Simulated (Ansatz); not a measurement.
CH6N2SeSi can be A, `N=C(N)[Se][SiH3]`, or B, `NC1N[SiH2][Se]1`.

Computed with Ansatz on PBE0-D4/def2-TZVP structures; ΔE is electronic, products minus reactants. CCSD(T)/CBS is the MP2 limit (def2-TZVPP, def2-QZVPP) plus CCSD(T) − MP2 in def2-TZVPP, frozen cores. Functionals use def2-TZVPP. B3LYP here is the variant with VWN-RPA as its local correlation; programs differ in this. For Se outer-core shells are correlated without core-valence functions, which leaves a few kJ/mol of doubt a bond. Scalar relativity is left out up to krypton. One conformer a species, not always the lowest.

A:

Z-matrix (Å, degrees):
```
Si
Se 1 2.275
H 1 1.486 2 111.0
H 1 1.483 2 111.2 3 122.1
H 1 1.483 2 104.9 3 -118.3
C 2 1.966 1 94.9 3 -61.9
N 6 1.359 2 110.6 1 -139.3
N 6 1.262 2 126.9 1 43.9
H 7 1.004 6 118.6 2 28.2
H 7 1.008 6 115.5 2 175.2
H 8 1.013 6 113.5 2 4.2
```

B:

```xyz
11

N     0.2575   -1.0995   -1.5289
C    -0.4401   -0.2425   -0.6667
N     0.4001    0.7741   -0.1051
Si    0.0909    0.7912    1.5866
Se   -1.1644   -1.0255    1.1324
H    -0.3310   -1.7855   -1.9804
H     1.0435   -1.5456   -1.0744
H    -1.3410    0.1215   -1.1673
H     0.8383    1.4167   -0.7459
H     1.2928    0.6183    2.4467
H    -0.6467    1.9768    2.1029
```

Which is lower in electronic energy at CCSD(T)/CBS, and by how much? (Best estimate.)

Ansatz gave: B, by 60.2 kJ/mol.

Give E(B) − E(A) in kJ/mol with MP2/def2-TZVPP, PBE0-D4, B3LYP, ωB97M-V, B3LYP-D4, r2SCAN-D4, HF/def2-TZVPP. (An estimate is asked.)

Ansatz gave: MP2/def2-TZVPP -62.6, PBE0-D4 -59.5, B3LYP -41.4, ωB97M-V -56.9, B3LYP-D4 -43.6, r2SCAN-D4 -48.8, HF/def2-TZVPP -47.4. None reverses the order clearly.

Largest T1 diagnostic: 0.013.

In def2-TZVPP, CCSD(T) changes the Hartree–Fock value by −7.4 kJ/mol (the triples alone add +2.7 kJ/mol) and MP2 by −15.1 kJ/mol. From PBE to PBE0 (25 % exact exchange), in def2-TZVPP and without D4, E(B) − E(A) moves by −13.8 kJ/mol.
